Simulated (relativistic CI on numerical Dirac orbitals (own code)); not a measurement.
Ta4+: 4d photoemission

Computed with this model: Dirac-Coulomb-Breit CI, orbitals from a KLI potential per configuration, model QED, valence Slater integrals scaled by 0.8, multiplet model of photoemission in the sudden approximation; configurations [Xe] 4f14 5d → [Kr] 4d9 4f14 5s2 5p6 5d; 300 K; Lorentzian 3.5 eV and Gaussian 0.6 eV FWHM. Energies are those of the free ion, without screening or charge transfer. The energies are binding energies and can lie tens of eV above those of solids. S is read from ⟨S²⟩ = S(S + 1).

free ion: ground-state S = 0.50, centroid 288.08 eV. Peaks (eV, height): 283.4 (100), 295.0 (65).

Strongest unbroadened transitions for free ion:

```
Energy (eV)  Relative strength
     282.63               30.1
     283.21              100.0
     283.42               53.2
     283.75               76.8
     283.95                3.6
     284.57                2.0
     284.59                3.1
     284.77                1.3
     286.89                0.9
     294.67               29.8
     294.74               77.7
     295.43               55.2
     295.46                4.0
     295.77                0.0
     296.01                1.1
     296.29                1.1
     298.09               10.4
```
